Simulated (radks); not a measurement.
The numbers below are computed, except where a source is named.
All-electron atom: La III in [Kr] 4d10 5s1.5 5p6 5d1.5 (fractional occupations, a model configuration).

Code: a radial shooting solver on a logarithmic mesh with Libxc functionals. Model: Dirac Kohn-Sham, HCTH/407, spin-unpolarised, spherical densities, finite nucleus; open shells fill j = l - 1/2 first; Fermi nuclear charge, rms radius 4.855 fm.

Energy parts (hartree):
part                       energy
total                  -8500.9597
kinetic                 9095.3344
electron-nucleus      -20649.4830
Hartree                 3262.0144
exchange-correlation    -208.8256

Orbitals (lengths in bohr, moments of r in powers of bohr):
orbital  occ.  eigenvalue (hartree)      <r^4>  small-component weight
1s1/2       2             -1422.961  1.921e-06                4.44e-02
2s1/2       2             -227.1955  0.0003178                9.61e-03
2p1/2       2             -214.4151  0.0002003                9.65e-03
2p3/2       4             -199.2335  0.0002477                9.09e-03
3s1/2       2             -49.09870    0.01306                2.93e-03
3p1/2       2             -43.69542    0.01219                2.87e-03
3p3/2       4             -40.73068    0.01432                2.72e-03
3d3/2       4             -31.24890    0.01106                2.60e-03
3d5/2       6             -30.61289    0.01163                2.56e-03
4s1/2       2             -10.37778     0.3370                8.98e-04
4p1/2       2              -8.38323     0.3968                8.35e-04
4p3/2       4              -7.75042     0.4632                7.85e-04
4d3/2       4              -4.47149     0.7221                6.46e-04
4d5/2       6              -4.36097     0.7587                6.33e-04
5s1/2     1.5              -1.95329      10.32                2.04e-04
5p1/2       2              -1.40231      16.54                1.65e-04
5p3/2       4              -1.30576      19.56                1.53e-04
4f5/2       0              -0.72257      6.225                3.27e-04
4f7/2       0              -0.71160      6.470                3.22e-04
5d3/2     1.5              -0.57627      88.66                7.94e-05
5d5/2       0              -0.56666      93.62                7.73e-05
6s1/2       0              -0.51778      337.5                3.89e-05
6p1/2       0              -0.39664      579.6                3.00e-05
6p3/2       0              -0.38226      644.7                2.89e-05

The highest occupied level is 5d3/2 at -15.681 eV. The configuration is held as typed, so some empty levels lie below it. The density falls to 0.001 e/bohr^3 at r = 4.01 bohr.
